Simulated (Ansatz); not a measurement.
CH$_{5}$FOSi$_{2}$, SMILES `OC1(F)[SiH2][SiH2]1`, relaxed with RKS PBE-D4/def2-SVP in Ansatz from a rough embedded geometry. The force threshold is 0.03 eV/Å; the program also tests the step.

Total charge 0; spin multiplicity 1.

Start:

```xyz
10

O     1.439    0.960    0.695
C     0.658   -0.136    0.278
F     1.347   -1.351    0.511
Si    0.040   -0.019   -1.415
Si   -1.008   -0.122    0.976
H     2.334    0.604    1.105
H    -0.612   -1.155   -2.047
H    -0.509    1.295   -1.852
H    -1.793    1.201    0.975
H    -1.894   -1.278    0.774
```

(1) By how much does the energy fall, and how many steps does the optimiser take? (Best estimate.)

(2) Which bonds change most? (Best estimate.)

(3) Give the relaxed structure. (Best estimate.)

Results:

(1) Computed: 135.78 kJ/mol, in 13 steps, 1 of them rejected.

(2) Computed: Si4–Si5 from 2.613 to 2.305 Å; C2–Si5 from 1.806 to 1.961 Å; C2–Si4 from 1.807 to 1.943 Å; O1–H6 from 1.047 to 0.980 Å.

(3) Computed: 
```xyz
10

O     1.606    0.833    0.487
C     0.747   -0.203    0.188
F     1.334   -1.460    0.353
Si   -0.308    0.035   -1.426
Si   -1.136   -0.082    0.723
H     1.694    0.886    1.461
H    -0.428   -1.183   -2.293
H    -0.168    1.329   -2.172
H    -1.512    1.167    1.469
H    -1.830   -1.321    1.209
```
